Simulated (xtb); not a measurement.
F3Sb, singlet, geometry from GFN2-xTB; xtb with GFN0-xTB.

Input for xtb:
```
$ xtb mol.xyz --gfn 0 --ohess --json

# file mol.xyz
4

Sb     0.00179571    -0.00268353     0.40263206
F     -1.26106459    -0.92708194    -0.76113086
F     -0.18179938     1.56028347    -0.74936608
F      1.43268829    -0.61799484    -0.77108473
```

Output, abridged:

```
   ID    Z sym.   atoms
    1   51 Sb     1
    2    9 F      2-4

           -------------------------------------------------
          |                Calculation Setup                |
           -------------------------------------------------

           -------------------------------------------------
          |                 G F N 0 - x T B                 |
           -------------------------------------------------

          ...................................................
          :                      SETUP                      :
          :.................................................:
          :  # basis functions                  22          :
          :  # atomic orbitals                  21          :
          :  # shells                            9          :
          :  # electrons                        26          :
          :  electronic temp.          300.0000000     K    :
          :  accuracy                    1.0000000          :
          :  -> integral cutoff          0.2500000E+02      :
          :  -> integral neglect         0.1000000E-07      :
          ...................................................

         :::::::::::::::::::::::::::::::::::::::::::::::::::::
         ::                     SUMMARY                     ::
         :::::::::::::::::::::::::::::::::::::::::::::::::::::
         :: total energy             -14.279709805705 Eh    ::
         :: gradient norm              0.017887756789 Eh/a0 ::
         :: HOMO-LUMO gap              4.462288602931 eV    ::
         ::.................................................::
         :: H0 energy                -14.196412268982 Eh    ::
         :: repulsion energy           0.009720125630 Eh    ::
         :: electrostat energy        -0.092324055282 Eh    ::
         :: -> Gsolv                   0.000000000000 Eh    ::
         ::    -> Gsasa                0.000000000000 Eh    ::
         ::    -> Gshift               0.000000000000 Eh    ::
         :: dispersion energy         -0.000693607071 Eh    ::
         :: short-range corr.          0.000000000000 Eh    ::
         :: add. restraining           0.000000000000 Eh    ::
         :: total charge              -0.000000000000 e     ::
         :::::::::::::::::::::::::::::::::::::::::::::::::::::

      -----------------------------------------------------------
     |                   =====================                   |
     |                        A N C O P T                        |
     |                   =====================                   |
     |               Approximate Normal Coordinate               |
     |                Rational Function Optimizer                |
      -----------------------------------------------------------
      -----------------------------------------------------------
     |                   =====================                   |
     |                        A N C O P T                        |
     |                   =====================                   |
     |               Approximate Normal Coordinate               |
     |                Rational Function Optimizer                |
      -----------------------------------------------------------

          ...................................................
          :                      SETUP                      :
          :.................................................:
          :   optimization level            normal          :
          :   max. optcycles                   200          :
          :   ANC micro-cycles                  20          :
          :   degrees of freedom                 6          :
          :.................................................:
          :   RF solver                   davidson          :
          :   write xtbopt.log                true          :
          :   linear?                        false          :
          :   energy convergence         0.5000000E-05 Eh   :
          :   grad. convergence          0.1000000E-02 Eh/α :
          :   maxmium RF displ.          1.0000000          :
          :   Hlow (freq-cutoff)         0.1000000E-01      :
          :   Hmax (freq-cutoff)         5.0000000          :
          :   S6 in model hess.         20.0000000          :
          ...................................................

generating ANC from exact Hessian ...
Using Lindh-Hessian (1995)
 Shifting diagonal of input Hessian by    0.0000000000000000
 Lowest  eigenvalues of input Hessian
    0.000000    0.000000    0.000000    0.000000    0.000000    0.000000
    0.011018    0.011018    0.018425    0.449124    0.449124    0.479096
 Highest eigenvalues
    0.011018    0.011018    0.018425    0.449124    0.449124    0.479096

........................................................................
.............................. CYCLE    1 ..............................
........................................................................
 * total energy  :   -14.2797098 Eh     change        0.0000000E+00 Eh
   gradient norm :     0.0178878 Eh/α   predicted     0.0000000E+00 (   0.00%)
   displ. norm   :     0.5258684 α      lambda       -0.7408307E-02
   maximum displ.:     0.5253226 α      in ANC's #3, #6, #5, ...

........................................................................
.............................. CYCLE    2 ..............................
........................................................................
 * total energy  :   -14.2838981 Eh     change       -0.4188316E-02 Eh
   gradient norm :     0.0232742 Eh/α   predicted    -0.4728488E-02 (  12.90%)
   displ. norm   :     0.0518598 α      lambda       -0.1143648E-02
   maximum displ.:     0.0502582 α      in ANC's #6, #3, #4, ...

........................................................................
.............................. CYCLE    3 ..............................
........................................................................
[...]
 * total energy  :   -14.2847053 Eh     change       -0.8071415E-03 Eh
 * total energy  :   -14.2848381 Eh     change       -0.1328559E-03 Eh
 * total energy  :   -14.2848392 Eh     change       -0.1038059E-05 Eh
   *** GEOMETRY OPTIMIZATION CONVERGED AFTER 5 ITERATIONS ***
         :: total energy             -14.284839156824 Eh    ::
[...]
      -------------------------------------------------------------
                  HL-Gap            0.1588718 Eh            4.3231 eV
             Fermi-level            0.0000000 Eh            0.0000 eV

     #   Z          covCN         q      C6AA      α(0)
     1  51 Sb       2.161     0.654   400.043    38.643
     2   9 F        0.720    -0.218    11.481     3.904
     3   9 F        0.720    -0.218    11.481     3.904
     4   9 F        0.720    -0.218    11.481     3.904

 Mol. C6AA /au·bohr⁶  :        869.887965
 Mol. C8AA /au·bohr⁸  :      60403.684119
 Mol. α(0) /au        :         50.355484

Wiberg/Mayer (AO) data.
largest (>0.10) Wiberg bond orders for each atom

 ---------------------------------------------------------------------------
     #   Z sym  total        # sym  WBO       # sym  WBO       # sym  WBO
 ---------------------------------------------------------------------------
     1  51 Sb   2.745 --     2 F    0.915     3 F    0.915     4 F    0.915
     2   9 F    0.953 --     1 Sb   0.915
     3   9 F    0.953 --     1 Sb   0.915
     4   9 F    0.953 --     1 Sb   0.915
 ---------------------------------------------------------------------------
Molecule has the following symmetry elements: (C3) 3*(sigma)
It seems to be the C3v point group

Topologies differ in total number of bonds
Writing topology from bond orders to xtbtopo.mol

 dipole moment from electron density (au)
     X       Y       Z
   0.0177  -0.0265   3.9753  total (Debye):   10.104

           -------------------------------------------------
          |               Frequency Printout                |
           -------------------------------------------------
 projected vibrational frequencies (cm⁻¹)
eigval :       -0.00    -0.00    -0.00     0.00     0.00     0.00
eigval :      161.05   161.05   209.80   429.69   429.69   489.08
 reduced masses (amu)
   1: 32.42   2: 88.84   3: 72.22   4: 53.69   5: 80.67   6: 31.13   7: 23.17   8: 23.17
   9: 35.02  10: 30.09  11: 30.09  12: 35.74
 IR intensities (km·mol⁻¹)
   1:  1.54   2:  2.89   3:  0.79   4:  1.42   5:  2.14   6:  2.72   7:  0.73   8:  0.73
   9:  2.54  10:  0.81  11:  0.81  12:  0.36
 Raman intensities (Ä⁴*amu⁻¹)
   1:  0.00   2:  0.00   3:  0.00   4:  0.00   5:  0.00   6:  0.00   7:  0.00   8:  0.00
   9:  0.00  10:  0.00  11:  0.00  12:  0.00
 output can be read by thermo (or use thermo option).
 writing <g98.out> molden fake output.
 recommended (thermochemical) frequency scaling factor: 1.0
           -------------------------------------------------
          |             Thermodynamic Functions             |
           -------------------------------------------------

c3v symmetry found (for desy threshold:  0.10E+00) used in thermo

          ...................................................
          :                      SETUP                      :
          :.................................................:
          :  # frequencies                           6      :
          :  # imaginary freq.                       0      :
          :  linear?                             false      :
          :  only rotor calc.                    false      :
          :  symmetry                              c3v      :
          :  rotational number                       3      :
          :  scaling factor                  1.0000000      :
          :  rotor cutoff                   50.0000000 cm⁻¹ :
          :  imag. cutoff                  -20.0000000 cm⁻¹ :
          :.................................................:

    mode    ω/cm⁻¹     T·S(HO)/kcal·mol⁻¹    T·S(FR)/kcal·mol⁻¹   T·S(vib)
   ------------------------------------------------------------------------
       1    161.05    -0.75653 ( 99.08%)    -0.70978 (  0.92%)    -0.75610
       2    161.05    -0.75653 ( 99.08%)    -0.70978 (  0.92%)    -0.75610
       3    209.80    -0.60983 ( 99.68%)    -0.63150 (  0.32%)    -0.60990
   ------------------------------------------------------------------------

   temp. (K)  partition function   enthalpy   heat capacity  entropy
                                   cal/mol     cal/K/mol   cal/K/mol   J/K/mol
 298.15  VIB   7.77                 1625.088      9.672      9.523
         ROT  0.330E+05              888.752      2.981     23.654
         INT  0.256E+06             2513.840     12.653     33.178
         TR   0.231E+28             1481.254      4.968     41.431
         TOT                        3995.0943    17.6215    74.6084   312.1617

       T/K    H(0)-H(T)+PV         H(T)/Eh          T*S/Eh         G(T)/Eh
   ------------------------------------------------------------------------
    298.15    0.636659E-02    0.106504E-01    0.354489E-01   -0.247985E-01
   ------------------------------------------------------------------------

         :::::::::::::::::::::::::::::::::::::::::::::::::::::
         ::                  THERMODYNAMIC                  ::
         :::::::::::::::::::::::::::::::::::::::::::::::::::::
         :: total free energy         -14.309637665558 Eh   ::
         ::.................................................::
         :: total energy              -14.284839156824 Eh   ::
         :: zero point energy           0.004283774610 Eh   ::
         :: G(RRHO) w/o ZPVE           -0.029082283344 Eh   ::
         :: G(RRHO) contrib.           -0.024798508734 Eh   ::
         :::::::::::::::::::::::::::::::::::::::::::::::::::::

optimized geometry written to: xtbopt.xyz

           -------------------------------------------------
          | TOTAL ENERGY              -14.284839156824 Eh   |
          | TOTAL ENTHALPY            -14.274188794265 Eh   |
          | TOTAL FREE ENERGY         -14.309637665558 Eh   |
          | GRADIENT NORM               0.000608272709 Eh/α |
          | HOMO-LUMO GAP               4.323121612255 eV   |
           -------------------------------------------------

normal termination of xtb
```
